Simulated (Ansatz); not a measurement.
Geometry optimisation, UKS PBE0/def2-SVP (Ansatz 0.2.0).

Input:

```yaml
crystal:
  periodic: [false, false, false]
  atoms:
    - { symbol: Ge, position_ang: [-0.061867, 0.944225, -0.05094] }
    - { symbol: H, position_ang: [-1.309288, -1.577778, -0.246677] }
    - { symbol: Cl, position_ang: [-0.801718, 0.807446, -2.052027] }
    - { symbol: Cl, position_ang: [-1.670031, 0.853049, 1.3621] }
    - { symbol: Cl, position_ang: [0.805593, 2.882745, 0.182992] }
    - { symbol: H, position_ang: [-0.640569, -1.694156, -0.067078] }
    - { symbol: "N", position_ang: [1.245677, -0.356985, 0.237499] }
    - { symbol: H, position_ang: [1.154218, -0.811989, 1.142855] }
    - { symbol: H, position_ang: [1.277885, -1.046557, -0.508824] }
magnetization:
  spin_polarized: true
basis:
  gaussian: { orbitals: def2-SVP }
hamiltonian:
  xc: pbe0
relax:
  f_tol: 0.03
  max_steps: 50
```

Launched with:

```bash
$ ansatz run input.yaml --threads 4 --pin off --max-ram 5120MiB --backend cpu --events-out ev --progress --plain --runs-dir out
```

Task: Where does it end, and by what steps?

Result: It converged. The force dipped under the threshold on the way, but the program's further checks kept it going. After 35 steps the energy has fallen by 0.349 eV; H6 moved furthest, 1.32 Å.

```json
{"step": "0", "energy less start (eV)": "0.0000", "largest force component (eV/Å)": "2.477", "accepted": "yes"}
{"step": "2", "energy less start (eV)": "-0.2655", "largest force component (eV/Å)": "0.322", "accepted": "yes"}
{"step": "4", "energy less start (eV)": "-0.3001", "largest force component (eV/Å)": "0.208", "accepted": "yes"}
{"step": "6", "energy less start (eV)": "-0.3126", "largest force component (eV/Å)": "0.111", "accepted": "yes"}
{"step": "8", "energy less start (eV)": "-0.3201", "largest force component (eV/Å)": "0.093", "accepted": "yes"}
{"step": "10", "energy less start (eV)": "-0.3209", "largest force component (eV/Å)": "0.161", "accepted": "yes"}
{"step": "12", "energy less start (eV)": "-0.2842", "largest force component (eV/Å)": "1.300", "accepted": "no"}
{"step": "14", "energy less start (eV)": "-0.3312", "largest force component (eV/Å)": "0.211", "accepted": "yes"}
{"step": "16", "energy less start (eV)": "-0.3388", "largest force component (eV/Å)": "0.084", "accepted": "yes"}
{"step": "18", "energy less start (eV)": "-0.3380", "largest force component (eV/Å)": "0.390", "accepted": "no"}
{"step": "20", "energy less start (eV)": "-0.3416", "largest force component (eV/Å)": "0.103", "accepted": "no"}
{"step": "22", "energy less start (eV)": "-0.3449", "largest force component (eV/Å)": "0.044", "accepted": "yes"}
{"step": "24", "energy less start (eV)": "-0.3456", "largest force component (eV/Å)": "0.070", "accepted": "yes"}
{"step": "26", "energy less start (eV)": "-0.3463", "largest force component (eV/Å)": "0.104", "accepted": "yes"}
{"step": "28", "energy less start (eV)": "-0.3472", "largest force component (eV/Å)": "0.079", "accepted": "yes"}
{"step": "30", "energy less start (eV)": "-0.3481", "largest force component (eV/Å)": "0.034", "accepted": "yes"}
{"step": "32", "energy less start (eV)": "-0.3487", "largest force component (eV/Å)": "0.049", "accepted": "yes"}
{"step": "34", "energy less start (eV)": "-0.3492", "largest force component (eV/Å)": "0.071", "accepted": "yes"}
{"step": "35", "energy less start (eV)": "-0.3494", "largest force component (eV/Å)": "0.016", "accepted": "yes"}
```

```xyz
9
Properties=species:S:1:pos:R:3
Ge 0.029 1.167 0.067
H -1.243 -2.164 -0.971
Cl -1.071 0.809 -1.730
Cl -1.408 1.448 1.640
Cl 1.150 2.975 -0.090
H -1.178 -2.798 -0.555
N 1.174 -0.201 0.288
H 1.810 -0.116 1.076
H 0.736 -1.119 0.276
```

The run took 3.5 min on 4 threads of Arm Neoverse N1 (shared host), peak memory 0.51 GiB.
